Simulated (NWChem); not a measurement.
Molecule: BH3O; SMILES BO

Results from NWChem. Coordinates come from a PBE0-D3(BJ)/def2-TZVP optimisation. Level B3LYP/def2-SVP: energy and gradient on several grids; changes count from the extra-fine grid, which is no exact limit either.

Which is the coarsest grid (coarse; xcoarse; medium; fine; xfine) from which on the energy stays within 100 μHa and each gradient component within 200 μHa/bohr of xfine?

coarse.
```csv
grid,size of the energy change (μHa),largest change of a gradient component (μHa/bohr)
xcoarse,400,2000
coarse,< 10,100
medium,< 10,< 30
fine,< 10,< 30
xfine,< 10,< 30
```
